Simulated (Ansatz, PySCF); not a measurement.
System: sum formula BOCl, charge 0, multiplicity 1. 
Structure (B3LYP-D3(BJ)/def2-TZVP (Ansatz, a quantum-chemistry and plane-wave program) minimum search):
```xyz
3

B      0.0000     0.0000    -0.6343
O      0.0000     0.0000    -1.8390
Cl     0.0000     0.0000     1.0520
```
Charge 0, spin multiplicity 1.

Quantity: atomisation energy (electronic, to ground-state atoms), in kcal/mol. Cores are frozen in the correlated levels unless marked. UHF or UKS for open shells. No spin-orbit coupling. No relativistic terms. The coupled-cluster limit lacks core correlation, which all-electron functionals hold. Basis-set limits of correlation are two-point, X^-3; Hartree-Fock from the larger set. The bracket is a focal-point correction in the basis named.

| level | program | atomisation energy (kcal/mol) | minus last row |
|---|---|---|---|
| HF/def2-TZVPD | PySCF | 223.6 | -92.0 |
| PBE-D3(BJ)/def2-TZVPD | Ansatz + dftd3 | 331.3 | 15.7 |
| BLYP-D3(BJ)/def2-TZVPD | Ansatz + dftd3 | 320.4 | 4.8 |
| M06-L-D4/def2-TZVPD | PySCF + dftd4 | 322.2 | 6.6 |
| M06-L/def2-TZVPD | PySCF | 322.1 | 6.5 |
| r2SCAN/def2-TZVPD | Ansatz | 321.0 | 5.4 |
| r2SCAN-D3(BJ)/def2-TZVPD | Ansatz + dftd3 | 321.2 | 5.6 |
| PBE0/def2-TZVP | Ansatz | 317.0 | 1.4 |
| BHLYP/def2-TZVPD | Ansatz | 295.8 | -19.8 |
| HSE06-D4/def2-TZVPD | Ansatz + dftd4 | 318.1 | 2.5 |
| LC-wPBE/def2-TZVPD | Ansatz | 316.2 | 0.6 |
| MP2/aug-cc-pV(D+d)Z | Ansatz | 313.0 | -2.6 |
| RI-MP2/aug-cc-pV(Q+d)Z | Ansatz | 333.5 | 17.9 |
| RI-MP2/cc-pV(Q+d)Z | Ansatz | 332.7 | 17.1 |
| SCS-MP2/6-31G | Ansatz | 259.8 | -55.8 |
| CCSD/aug-cc-pV(D+d)Z | Ansatz | 283.7 | -31.9 |
| CCSD/CBS(cc-pV(T+d)Z,cc-pV(Q+d)Z) | Ansatz | 305.7 | -9.9 |
| CCSD(T)/aug-cc-pV(D+d)Z | Ansatz | 290.4 | -25.2 |
| RI-MP2/CBS(aug-cc-pV(T+d)Z,aug-cc-pV(Q+d)Z)+[CCSD(T)-MP2]/aug-cc-pV(D+d)Z | Ansatz | 314.4 | -1.2 |
| RI-MP2/CBS(cc-pV(T+d)Z,cc-pV(Q+d)Z)+[CCSD(T)-MP2]/cc-pV(Q+d)Z | Ansatz | 315.3 | -0.3 |
| CCSD(T)/CBS(aug-cc-pV(T+d)Z,aug-cc-pV(Q+d)Z) | Ansatz | 315.6 | 0.0 |
